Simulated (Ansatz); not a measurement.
```yaml
crystal:
  periodic: [false, false, false]
  atoms:
    - {symbol: Cl, position_ang: [-0.803388, -0.141168, 2.167011]}
    - {symbol: Hf, position_ang: [0.006269, -0.041774, -0.000901]}
    - {symbol: Cl, position_ang: [2.026911, -1.168195, -0.117026]}
    - {symbol: Cl, position_ang: [-1.513735, -1.042905, -1.433598]}
    - {symbol: Br, position_ang: [0.333841, 2.320442, -0.656985]}
basis:
  gaussian: {orbitals: def2-mTZVP, point_charges: [{charge: 0.50, position_ang: [5.079, -0.818, -0.189]}]}
magnetization: {spin_polarized: true, initial_magnetization: 1}
hamiltonian: {xc: {name: RPBE}}
output: {forces: true}
```

```sh
$ ansatz run in.yaml --threads 4 --pin off --events-out ev --progress --plain --max-ram 10444MiB
```

It prints (some lines left out):

```
Error: a molecule whose nuclei and cores have a total charge of 98 cannot have a net charge of 0 together with 1 unpaired electrons
```

(1) Something in this input is off. What?

Answers

(1) The number of unpaired electrons doesn't fit the electron count. The input was rejected before any iteration.
